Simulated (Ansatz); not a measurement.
An input meant for (Cl2B-mu-SMe)2 (C₂H₆B₂Cl₄S₂) (charge 0, singlet; atoms displaced at random, 0.03 Å in each coordinate).

```yaml
crystal:
  periodic: [false, false, false]
  atoms:
    - {symbol: B, position_ang: [0.605190, -0.068496, -1.554932]}
    - {symbol: Cl, position_ang: [2.331250, -0.188098, -1.129653]}
    - {symbol: Cl, position_ang: [0.278940, -0.029650, -3.316336]}
    - {symbol: S, position_ang: [-0.354573, 1.492968, -0.802330]}
    - {symbol: C, position_ang: [0.563880, 1.884108, 0.820522]}
    - {symbol: B, position_ang: [-1.699244, 0.137056, -0.287677]}
    - {symbol: Cl, position_ang: [-2.987262, 0.284397, -1.092469]}
    - {symbol: Cl, position_ang: [-3.037262, 0.234397, -1.392469]}
    - {symbol: S, position_ang: [-0.535525, -1.445139, -0.728328]}
    - {symbol: C, position_ang: [0.349263, -1.943316, 0.792611]}
    - {symbol: H, position_ang: [-0.163859, 2.013942, 1.564135]}
    - {symbol: H, position_ang: [1.254630, 1.062396, 1.007756]}
    - {symbol: H, position_ang: [1.142368, 2.797355, 0.590020]}
    - {symbol: H, position_ang: [-0.105753, -2.930497, 1.159045]}
    - {symbol: H, position_ang: [0.143889, -1.173265, 1.583659]}
    - {symbol: H, position_ang: [1.424940, -2.082525, 0.544599]}
basis:
  gaussian: {orbitals: cc-pVTZ-DK, fitting: {mean_field: def2-universal-jkfit}}
hamiltonian: {xc: {name: rPW86-PBE}, dispersion: d4}
scf: {lower_state_search: off}
output: {forces: true}
```

```sh
$ ansatz run in.yaml --threads 2 --pin off --events-out ev --progress --plain --max-ram 22528MiB --backend cuda --devices 0, --max-vram 18GiB
```

It prints (some lines left out):

```
Functional definition: rPW86-PBE
1176 factors; integrals over basis functions are off by at most 9.7e-1 eV
mean field evaluation 1: about -72606.6487 eV, gradient 3.0e2 eV
mean field evaluation 2: about -70238.3127 eV, gradient 4.9e2 eV
mean field evaluation 4: about -71637.7787 eV, gradient 5.6e2 eV
mean field evaluation 8: about -72807.0635 eV, gradient 5.7e1 eV
mean field evaluation 16: about -72813.7838 eV, gradient 9.4e-4 eV
mean field -72813.78378657 eV, -2675.8571992010 hartree, gradient 4.1e-6 eV, S^2 0.000000; 0 other end points of the search recorded, 1 dependent functions left out
reference -72813.78392076 eV, -2675.8572041326 hartree; 64, 64 occupied and 343, 343 virtual orbitals, 1176 factors
Total energy: -72814.77928943 eV, -2675.8937832565 hartree
Relativity: scalar
Atom 0 at     0.605190    -0.068496    -1.554932 Å, force    -1.006823    -0.092320     0.580525 eV/Å
Atom 1 at     2.331250    -0.188098    -1.129653 Å, force     0.827182     0.045876     0.262433 eV/Å
Atom 2 at     0.278940    -0.029650    -3.316336 Å, force    -0.238687    -0.044961    -0.886254 eV/Å
Atom 3 at    -0.354573     1.492968    -0.802330 Å, force    -0.573038     0.053661     1.004595 eV/Å
Atom 4 at     0.563880     1.884108     0.820522 Å, force     1.082851     0.100156    -1.931832 eV/Å
Atom 5 at    -1.699244     0.137056    -0.287677 Å, force     9.100543    -1.833324     2.837169 eV/Å
Atom 6 at    -2.987262     0.284397    -1.092469 Å, force  3131.759436  3150.960165 18862.823536 eV/Å
Atom 7 at    -3.037262     0.234397    -1.392469 Å, force -3138.760909 -3149.447257 -18865.825370 eV/Å
Atom 8 at    -0.535525    -1.445139    -0.728328 Å, force    -0.414681     0.096956    -0.722317 eV/Å
Atom 9 at     0.349263    -1.943316     0.792611 Å, force    -0.694540    -0.609789     1.342366 eV/Å
Atom 10 at    -0.163859     2.013942     1.564135 Å, force    -1.004346     0.117749     1.042871 eV/Å
Atom 11 at     1.254630     1.062396     1.007756 Å, force    -0.146561    -0.034358     0.143614 eV/Å
Atom 12 at     1.142368     2.797355     0.590020 Å, force    -0.237263    -0.258360     0.333127 eV/Å
Atom 13 at    -0.105753    -2.930497     1.159045 Å, force     0.616845     1.221530    -0.579004 eV/Å
Atom 14 at     0.143889    -1.173265     1.583659 Å, force     0.379373    -0.460068    -0.667379 eV/Å
Atom 15 at     1.424940    -2.082525     0.544599 Å, force    -0.689380     0.184345     0.241920 eV/Å
Dipole moment:    -0.732979     0.076050     0.317359 e Å
Checks for a lower state left out: stability, starts, cluster_reference, orbital_swaps, neighbouring_geometries, increment
```

In this input one atom was put on top of another. The run converged. The result belongs to that input, not to the species as meant.

DK, ANO-RCC and x2c sets are all-electron and run with scalar relativity unless a key says otherwise.
